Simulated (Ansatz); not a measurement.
`[Cl][In]([Cl])[Cl]` + `[O]=[Mo]([F])([F])=[S]` → `[F][In]([Cl])[Cl]` + `[O]=[Mo]([F])(=[S])[Cl]`  (redistribution)

Gas-phase electronic energies from Ansatz, PBE0-D4/def2-TZVP geometries. CCSD(T)/CBS adds triple-zeta CCSD(T) − MP2 to the extrapolated MP2 energy (def2 sets, frozen cores). DFT in def2-TZVPP. Elements past krypton have def2 core potentials. For In, Mo outer-core shells are correlated without core-valence functions, which leaves a few kJ/mol of doubt a bond.

`[Cl][In]([Cl])[Cl]`:

Cartesian coordinates in Å:
```
Cl -1.988 0.146 -1.134
In 0.000 -0.001 0.000
Cl 1.902 0.911 -0.899
Cl 0.085 -1.056 2.034
```

`[O]=[Mo]([F])([F])=[S]`:

```xyz
5

O    -0.252    1.052    1.310
Mo    0.064    0.027    0.044
F     0.837   -1.510    0.678
F     1.123    0.879   -1.186
S    -1.772   -0.448   -0.845
```

`[F][In]([Cl])[Cl]`:

Cartesian coordinates in Å:
```
F 1.839 -0.130 -0.706
In 0.044 -0.003 -0.017
Cl -1.054 -1.954 0.440
Cl -0.830 2.087 0.282
```

`[O]=[Mo]([F])(=[S])[Cl]`:

Cartesian coordinates in Å:
```
O 0.398 -1.488 -0.775
Mo 0.045 -0.017 -0.095
F 0.607 1.343 -1.192
S -2.034 0.079 0.131
Cl 0.984 0.083 1.931
```

CCSD(T)/CBS gives +41.9 kJ/mol.

Question: Another level gave +54.2 kJ/mol. Which?
A. RPA@PBE/def2-TZVPP
B. r2SCAN0-D4/def2-TZVPP
C. SCS-MP2/def2-TZVPP
D. MP2/def2-TZVPP

Answer: B. r2SCAN0-D4 54.2, RPA@PBE/def2-TZVPP 46.7, SCS-MP2/def2-TZVPP 35.6, MP2/def2-TZVPP 30.4 kJ/mol.

Question: What do rigid-rotor, harmonic-oscillator terms from PBE0-D4/def2-TZVP frequencies (298.15 K, 1 bar) make of the CCSD(T)/CBS value? (An estimate is asked.)

Answer: Computed: ΔZPE = -0.7 kJ/mol, ΔH = +41.5 kJ/mol, ΔS = 10 J/(mol·K), ΔG = +38.4 kJ/mol.

Largest T1 diagnostic among the species: 0.025, so the coupled-cluster value is less sure than usual.

Leaving LDA and LC-ωPBE aside and taking each functional with its dispersion term where it has one, the values, not all of them listed here, spread over 11.7 kJ/mol, from B2PLYP to ωB97X-V. In def2-TZVPP, CCSD(T) changes the Hartree–Fock value by −16.4 kJ/mol (the triples alone add −3.6 kJ/mol) and MP2 by −32.5 kJ/mol. At CCSD(T), def2-SVP lies +8.9 kJ/mol from the extrapolated value and def2-TZVPP +4.5 kJ/mol.
